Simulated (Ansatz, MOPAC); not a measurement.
Molecule: C2H3O, charge 1, multiplicity 1. SMILES: C1[OH+]C=1

Atoms: C1, C2, O3, H4, H5, H6. Bonds: C1-C2, C1-O3, C1-H4, C2-O3, C2-H5, O3-H6.

Bond lengths (Å) and angles (degrees) optimised at AM1 with MOPAC; PM6 with MOPAC; MNDO with MOPAC; HF/STO-3G with Ansatz (an electronic-structure program); B3LYP/LANL2DZ with Ansatz; MP2/6-31G* with Ansatz, each started from the B3LYP-D3(BJ)/def2-TZVP structure (Ansatz) of the last column. A row stands for all coordinates that are equal there; 7 of 9 kinds are shown. 6-31G* holds six Cartesian d functions. No wavenumbers were computed at MNDO, HF/STO-3G, B3LYP/LANL2DZ, MP2/6-31G*, so these may be saddle points.

| coordinate | AM1 | PM6 | MNDO | HF/STO-3G | B3LYP/LANL2DZ | MP2/6-31G* | B3LYP-D3(BJ)/def2-TZVP |
|---|---|---|---|---|---|---|---|
| C1-C2 | 1.301 | 1.320 | 1.315 | 1.270 | 1.291 | 1.276 | 1.259 |
| C1-O3 | 1.535 | 1.562 | 1.487 | 1.522 | 1.619 | 1.558 | 1.554 |
| C1-H4 | 1.084 | 1.068 | 1.074 | 1.094 | 1.081 | 1.080 | 1.077 |
| O3-H6 | 0.995 | 1.055 | 0.967 | 1.006 | 1.000 | 0.995 | 0.982 |
| C2-C1-O3 | 64.9 | 65.0 | 63.8 | 65.3 | 66.5 | 65.8 | 66.1 |
| C1-O3-C2 | 50.1 | 50.0 | 52.5 | 49.3 | 47.0 | 48.3 | 47.8 |
| C2-C1-H4 | 169.7 | 167.6 | 167.2 | 165.2 | 165.7 | 166.4 | 166.3 |

Mean signed difference of all 6 bond lengths from B3LYP-D3(BJ)/def2-TZVP: AM1 0.005 Å, PM6 0.022 Å, MNDO -0.016 Å, HF/STO-3G 0.001 Å, B3LYP/LANL2DZ 0.031 Å, MP2/6-31G* 0.007 Å.
